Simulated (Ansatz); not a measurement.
`[AlH2][S][AlH2]` + `N=C=O` → `O=C=[N][AlH2]` + `[AlH2][SH]` at 700 K and 1 bar (ligand exchange at the Al–S bond).

Calculated with Ansatz (gas phase, PBE0-D4/def2-TZVP geometries, no zero-point term in ΔE). CBS: MP2 limit from def2 TZ/QZ plus the TZ coupled-cluster correction, frozen cores. This one scheme is used for every species. One conformer a species, not always the lowest.

```csv
species,CCSD(T)/CBS energy (Eh),H − E (kJ/mol),S (J/(mol·K))
`[AlH2][S][AlH2]`,-884.26538,141.4,417.8
`N=C=O`,-168.51995,89.3,283.6
`O=C=[N][AlH2]`,-411.17628,123.6,375.3
`[AlH2][SH]`,-641.61836,102.7,330.6
```

H − E and S are ideal-gas, rigid-rotor, harmonic terms from PBE0-D4/def2-TZVP, for one conformer and one mirror image of each species. 1 Eh = 2625.50 kJ/mol, R = 8.31446 J/(mol·K).

Question: By hand: ΔE, ΔH, ΔS and ΔG.

Answer: ΔE = (-411.17628) + (-641.61836) − (-884.26538) − (-168.51995) = -0.00931 Eh = -24.4 kJ/mol. Δ(H − E) = 123.6 + 102.7 − 141.4 − 89.3 = -4.4, so ΔH = -28.8 kJ/mol. ΔS = 375.3 + 330.6 − 417.8 − 283.6 = 4.5 J/(mol·K). ΔG = -28.8 − 700 × (4.5)/1000 = -31.9 kJ/mol.

Question: By hand: the equilibrium constant, and the temperature at which ΔG would vanish if ΔH and ΔS stayed fixed.

Answer: log₁₀ K = −ΔG/(RT ln 10) = 2.4. ΔH and −TΔS have one sign here, so there is no such temperature.

The number of gas molecules stays the same, so ΔS is small and ΔH decides. A doubt of 5 kJ/mol in ΔE shifts log₁₀ K by 0.4 here. Other conformers and mirror images would add mixing entropy, several J/(mol·K) or more a flexible species. Modes under 60 cm⁻¹, often nearly free rotors, make the harmonic entropy too high. These are equilibria of isolated gas molecules and say nothing of rates. Largest T1 diagnostic: 0.018 (customary marks: 0.02 for closed shells, 0.045 for open ones).

ΔS is within the doubt of such terms, so its sign, and with it that verdict, could turn.
